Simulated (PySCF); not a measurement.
The PySCF input:
```python
from pyscf import gto, scf
from pyscf.hessian import thermo

mol = gto.Mole()
mol.atom = '''
    B    -0.03527110   -0.00379789    0.00732592
    F     1.29032378    0.13893837   -0.26800426
    O    -0.42032609   -0.74807139    1.08178059
    H     0.23984377   -1.16875780    1.64051720
    O    -0.95549912    0.59992647   -0.79601741
    H    -0.66980060    1.12246128   -1.55121383
'''
mol.basis = '3-21g'
mol.verbose = 3
mol.nucprop = {4: {'mass': 2.0141018}}
mol.build()

mf = scf.RHF(mol)
mf.kernel()
hess = mf.Hessian().kernel()
freq = thermo.harmonic_analysis(mf.mol, hess)
print('frequencies / cm-1', freq['freq_wavenumber'].round(1))
th = thermo.thermo(mf, freq['freq_au'], 298.15, 101325)
print('ZPE / Eh', th['ZPE'][0])
```

Problem. What does this run give for the dipole moment, zero-point energy, Mulliken (on the basis functions themselves) charges in atom order, harmonic frequencies (imaginary ones negative), nuclear repulsion energy, HOMO energy?

Solution. 
```
Item                                                                                                                               Value
------------------------------------------------------------------  --------------------------------------------------------------------
dipole moment                                                                                                                     1.66 D
zero-point energy                                                                                                          21.8 kcal/mol
Mulliken (on the basis functions themselves) charges in atom order               B1 1.09, F2 -0.43, O3 -0.75, H4 0.42, O5 -0.75, H6 0.42
harmonic frequencies (imaginary ones negative)                      351, 426, 462, 484, 715, 801, 938, 1020, 1532, 1665, 2885, 3959 cm⁻¹
nuclear repulsion energy                                                                                                     113.1343 Eh
HOMO energy                                                                                                                    -13.56 eV
```
